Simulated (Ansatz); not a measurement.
The same path of H4Sn + H5NSi (12 atoms, charge 0, multiplicity 1) was run twice with different band settings. Lost on the way: Sn1–H2, N6–H12. Made: Sn1–N6, H2–H12.

Level of theory: RKS PBE/def2-SVP in Ansatz 0.2.0.

Relaxed end points:

```xyz
12
Properties=species:S:1:pos:R:3
Sn 0.363 0.084 -0.234
H 0.830 -0.505 1.318
H 1.807 0.260 -1.187
H -0.384 1.632 -0.116
H -0.660 -1.044 -1.045
N -2.371 -0.317 1.588
H -2.974 -0.806 0.919
Si -2.992 1.181 2.273
H -4.205 1.050 3.169
H -1.887 1.794 3.087
H -3.369 2.077 1.125
H -1.991 -1.004 2.248
```

```xyz
12
Properties=species:S:1:pos:R:3
Sn -0.430 0.533 -0.497
H -0.932 -2.385 2.933
H 0.885 1.243 0.366
H -0.988 1.596 -1.751
H -0.048 -1.024 -1.143
N -1.912 0.189 0.914
H -2.550 -0.567 0.638
Si -2.558 1.372 2.030
H -3.099 0.689 3.261
H -1.422 2.284 2.410
H -3.671 2.240 1.483
H -1.107 -1.769 2.502
```

Common settings: spring 5.0 eV/Å²; optimiser quadratic models (default); start path through a guess of the saddle point; force threshold 0.03 eV/Å; iteration limit 60; end points relaxed.

| run | movable images | climbing image |
| --- | --- | --- |
| 1 | 7 | yes |
| 2 | 8 | no |

Q: What does each run give, and how far can it be trusted?

A: Run 1: converged after 38 iterations, highest image 1.687 eV above the first end. Neighbouring images differ by up to 1.3 eV, so the band resolves the path poorly. A vibrational analysis at the climbing image gives one clearly imaginary mode, 1317i cm⁻¹: a first-order saddle point.
Run 2: converged after 25 iterations, highest image 1.440 eV above the first end. No image climbed, so the highest image needn't sit at the top of the path.
The orbitals stay closed-shell, which can raise the energy where a bond breaks towards radicals; this wasn't checked here.
